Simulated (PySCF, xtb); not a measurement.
CH8ClNSi2, SMILES C[SiH2]N[SiH2]Cl.

GFN2-xTB in xtb 6.7.1 at its own geometry gives an orbital gap of 5.35 eV and a dipole moment of 2.29 D.

The structure is a stationary point at B3LYP-D3(BJ)/def2-SVP. This is a generated structure with no PubChem entry under its InChIKey; it may be hypothetical. Other conformers were not sampled.

Q: What does CAM-B3LYP/def2-TZVP (PySCF) give? (The exact figures need the calculation; the answer reports its results.)

A: gap 10.33 eV (levels -9.17 and 1.16 eV), dipole 1.59 D.
